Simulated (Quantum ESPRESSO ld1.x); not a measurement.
Results of a calculation; reference values are marked as such.
Q: All-electron atom: Ge I in [Ar] 3d10 4s2 4p2 (the NIST ground configuration). Level of theory: scalar-relativistic Kohn-Sham, PBE, spin-unpolarised, spherical densities, point nucleus (ld1.x of Quantum ESPRESSO 7.5). Some entries of the table are withheld. Estimate them.

| orbital | occ. | eigenvalue (eV) | <r^2> (bohr^2) |
|---|---|---|---|
| 1s | 2 | -10961.2 | (1) |
| 2s | 2 | -1371.79 | (2) |
| 2p | 6 | -1198.71 | 0.04136 |
| 3s | 2 | -168.491 | (3) |
| 3p | 6 | -115.620 | (4) |
| 3d | 10 | -29.3109 | (5) |
| 4s | 2 | -11.7313 | 5.184 |
| 4p | 2 | -3.8954 | 10.06 |
| 5s | 0 | -0.4646 | 77.59 |

A: 
(1) 1s <r^2> (bohr^2): 0.002973
(2) 2s <r^2> (bohr^2): 0.05203
(3) 3s <r^2> (bohr^2): 0.4495
(4) 3p <r^2> (bohr^2): 0.4929
(5) 3d <r^2> (bohr^2): 0.6969
